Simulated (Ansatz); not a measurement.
`O[SiH](O)C[SiH2]F` → `O[SiH](O)CF` + `[SiH2]`  (silylene formation by 1,1-elimination)

Calculated with Ansatz (gas phase, PBE0-D4/def2-TZVP geometries, no zero-point term in ΔE). CCSD(T)/CBS is the MP2 limit (def2-TZVPP, def2-QZVPP) plus CCSD(T) − MP2 in def2-TZVPP, frozen cores. This one scheme is used for every species. One conformer a species, not always the lowest.

`O[SiH](O)C[SiH2]F`:

Z-matrix (Å, degrees):
```
Si
O 1 1.645
C 1 1.862 2 103.8
O 1 1.639 2 113.2 3 -121.1
H 1 1.482 2 111.0 3 122.0
H 2 0.958 1 117.8 3 179.0
Si 3 1.853 1 113.4 2 -60.0
H 3 1.095 1 108.7 2 177.9
H 3 1.096 1 108.9 2 60.9
H 4 0.961 1 115.9 2 68.6
F 7 1.617 3 107.8 1 -40.4
H 7 1.480 3 112.3 1 77.6
H 7 1.484 3 112.7 1 -157.2
```

`O[SiH](O)CF`:

Cartesian coordinates in Å:
```
O 1.558 -0.350 -0.784
Si 0.111 0.401 -0.603
O 0.350 1.946 -0.128
C -0.856 -0.584 0.691
F -0.698 -1.949 0.411
H 1.561 -1.299 -0.643
H -0.647 0.489 -1.871
H 1.025 2.111 0.533
H -1.927 -0.361 0.691
H -0.477 -0.406 1.704
```

`[SiH2]`:

```xyz
3

Si   -0.568    0.316   -0.290
H     0.847    0.014   -0.772
H    -0.279   -0.330    1.061
```

```csv
species,CCSD(T)/CBS(def2) energy (Eh)
`O[SiH](O)C[SiH2]F`,-870.75957
`O[SiH](O)CF`,-580.37545
`[SiH2]`,-290.19011
```

Task: Work out ΔE.

Result: ΔE = (-580.37545) + (-290.19011) − (-870.75957) = 0.19401 Eh = +121.7 kcal/mol.

Largest T1 diagnostic among the species: 0.014.

The D4 term adds +4.2 kcal/mol with B3LYP and +2.3 kcal/mol with PBE0; it sums over pairs of atoms, weighted by their polarisabilities, and B3LYP, whose exchange is more repulsive, gets the larger term. From PBE to PBE0 (25 % exact exchange), in def2-TZVPP and without D4, ΔE moves by +4.2 kcal/mol. In def2-TZVPP, CCSD(T) changes the Hartree–Fock value by +4.4 kcal/mol (the triples alone add +1.0 kcal/mol) and MP2 by +12.3 kcal/mol.

B3LYP here is the variant with VWN-RPA as its local correlation; programs differ in this.
